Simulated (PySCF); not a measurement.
# TiOF₂ + H₂O → TiO₂ + 2 HF

Level: PBE0 in the def2-TZVP basis family, all electrons, no relativity, computed in PySCF with density fitting; open shells unrestricted.

| species | state and structure | E (Eh) | ZPE (kJ/mol) | H(298 K) − H(0) (kJ/mol) | S° (J/(mol K)) |
| --- | --- | --- | --- | --- | --- |
| TiOF₂ | singlet, Cs, Ti–F 1.789 Å (×2), Ti–O 1.592 Å; F–Ti–F 127.8°, F–Ti–O 115.8° (×2) | -1124.20667 | 18.5 | 15.4 | 313.2 |
| H₂O | singlet, C2v, O–H 0.960 Å (×2); H–O–H 105.1° | -76.37736 | 56.5 | 9.9 | 188.7 |
| TiO₂ | singlet, C2v, Ti–O 1.628 Å (×2); O–Ti–O 111.8° | -999.65179 | 14.5 | 11.0 | 258.1 |
| HF | singlet, C∞v, H–F 0.920 Å | -100.39188 | 24.9 | 8.7 | 173.6 |

Question: What is the electronic reaction energy?

Answer: At PBE0/def2-TZVP, ΔE = 389.8 kJ/mol from the differences of the total energies times 2625.5, uphill. 

Question: Add zero-point, thermal and entropy terms for 298.15 K and 1 bar.

Answer: ΔZPE = -10.7 and Δ[H(298) − H(0)] = 3.1 kJ/mol give ΔH° = 382.2 kJ/mol. ΔS° = 103.4 J/(mol K), so ΔG° = 382.2 − 298.15 × (0.1034) = 351 kJ/mol.

Modes under 40 cm⁻¹ make the shape and entropy of TiOF₂ uncertain. The structures come from searches over a few start shapes, so lower isomers are not excluded.
